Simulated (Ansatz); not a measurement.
Geometry optimisation of C$_{3}$H$_{10}$Sn (`CC[CH2][SnH3]`).

```yaml
crystal:
  periodic: [false, false, false]
  atoms:
    - {symbol: C, position_ang: [-0.635327, 2.078498, 0.171614]}
    - {symbol: C, position_ang: [-0.668072, 0.547070, 0.216470]}
    - {symbol: C, position_ang: [0.653592, -0.089143, -0.229925]}
    - {symbol: Sn, position_ang: [0.644279, -2.269575, -0.160944]}
    - {symbol: H, position_ang: [-1.600023, 2.520125, 0.495443]}
    - {symbol: H, position_ang: [0.157795, 2.482716, 0.835016]}
    - {symbol: H, position_ang: [-0.425703, 2.446786, -0.854525]}
    - {symbol: H, position_ang: [-0.918176, 0.215403, 1.248851]}
    - {symbol: H, position_ang: [-1.500317, 0.177960, -0.423191]}
    - {symbol: H, position_ang: [1.494650, 0.255640, 0.408325]}
    - {symbol: H, position_ang: [0.903812, 0.206668, -1.270862]}
    - {symbol: H, position_ang: [-0.597693, -2.880811, -1.201541]}
    - {symbol: H, position_ang: [0.312702, -2.794970, 1.455830]}
    - {symbol: H, position_ang: [2.165482, -2.925367, -0.661863]}
basis:
  gaussian: {orbitals: def2-TZVP}
hamiltonian: {xc: pbe0, dispersion: d4}
relax: {f_tol: 0.005, max_steps: 150}
```

```sh
$ ansatz run in.yaml --threads 4 --pin off --events-out ev --progress --plain --max-ram 10444MiB
```

Output, abridged:

```
Functional definition: PBE0
mean field -9102.26893069 eV, -334.5022134635 hartree, gradient 2.6e-5 eV, S^2 0.000000; 0 other end points of the search recorded, 0 dependent functions left out
relax step   1: F+E_penalty+E_count = -9102.49133633 eV  Δ(F+E_penalty+E_count) = +0.000e0 eV  max|allowed force component| = 4.951e-1 eV/Å  Δτ_max = 0.0000 Å  (28 SCF iters, accepted)
mean field -9102.31059080 eV, -334.5037444443 hartree, gradient 9.6e-6 eV, S^2 0.000000; 0 other end points of the search recorded, 0 dependent functions left out
relax step   2: F+E_penalty+E_count = -9102.53578639 eV  Δ(F+E_penalty+E_count) = -4.445e-2 eV  max|allowed force component| = 1.768e-1 eV/Å  Δτ_max = 0.0805 Å  (30 SCF iters, accepted)
mean field -9102.31913273 eV, -334.5040583544 hartree, gradient 9.5e-6 eV, S^2 0.000000; 0 other end points of the search recorded, 0 dependent functions left out
relax step   3: F+E_penalty+E_count = -9102.54354550 eV  Δ(F+E_penalty+E_count) = -7.759e-3 eV  max|allowed force component| = 7.567e-2 eV/Å  Δτ_max = 0.0367 Å  (32 SCF iters, accepted)
mean field -9102.31947956 eV, -334.5040711002 hartree, gradient 9.6e-6 eV, S^2 0.000000; 0 other end points of the search recorded, 0 dependent functions left out
relax step   4: F+E_penalty+E_count = -9102.54407563 eV  Δ(F+E_penalty+E_count) = -5.301e-4 eV  max|allowed force component| = 1.621e-2 eV/Å  Δτ_max = 0.0095 Å  (32 SCF iters, accepted)
mean field -9102.31960419 eV, -334.5040756801 hartree, gradient 9.6e-6 eV, S^2 0.000000; 0 other end points of the search recorded, 0 dependent functions left out
relax step   5: F+E_penalty+E_count = -9102.54418502 eV  Δ(F+E_penalty+E_count) = -1.094e-4 eV  max|allowed force component| = 4.429e-3 eV/Å  Δτ_max = 0.0047 Å  (31 SCF iters, accepted)
mean field -9102.31960419 eV, -334.5040756801 hartree, gradient 9.6e-6 eV, S^2 0.000000; 1 other end points of the search recorded, 0 dependent functions left out
Total energy: -9102.54422927 eV, -334.5123304997 hartree
Atom 0 at    -0.628928     2.057331     0.167196 Å, force    -0.000060     0.003652    -0.000528 eV/Å
Atom 1 at    -0.661805     0.537588     0.217021 Å, force     0.000502    -0.004429    -0.000165 eV/Å
Atom 2 at     0.651894    -0.092182    -0.225203 Å, force     0.000539     0.002002    -0.000343 eV/Å
Atom 3 at     0.633583    -2.239696    -0.158902 Å, force     0.000428    -0.001455     0.000262 eV/Å
Atom 4 at    -1.580391     2.489501     0.487415 Å, force     0.000371     0.002328    -0.000181 eV/Å
Atom 5 at     0.154967     2.453233     0.818866 Å, force    -0.001098    -0.000467    -0.001755 eV/Å
Atom 6 at    -0.424689     2.411401    -0.847111 Å, force    -0.000036    -0.000756     0.001811 eV/Å
Atom 7 at    -0.904118     0.214887     1.235853 Å, force     0.000044    -0.000452    -0.000834 eV/Å
Atom 8 at    -1.479561     0.172875    -0.414753 Å, force     0.000156     0.000305     0.000995 eV/Å
Atom 9 at     1.476838     0.249500     0.407016 Å, force    -0.000391    -0.000345     0.001099 eV/Å
Atom 10 at     0.897341     0.203853    -1.249469 Å, force    -0.000520    -0.000557     0.000304 eV/Å
Atom 11 at    -0.593935    -2.839903    -1.188951 Å, force     0.000584     0.000116     0.000242 eV/Å
Atom 12 at     0.307932    -2.764922     1.436794 Å, force     0.000276    -0.000216    -0.000658 eV/Å
Atom 13 at     2.137872    -2.882464    -0.657075 Å, force    -0.000795     0.000274    -0.000249 eV/Å
Dipole moment:    -0.009872     0.204147    -0.002414 e Å
```

It took 22 s on 4 threads of an Arm Neoverse V1 on a shared host, with 0.52 GiB of host memory at the peak.
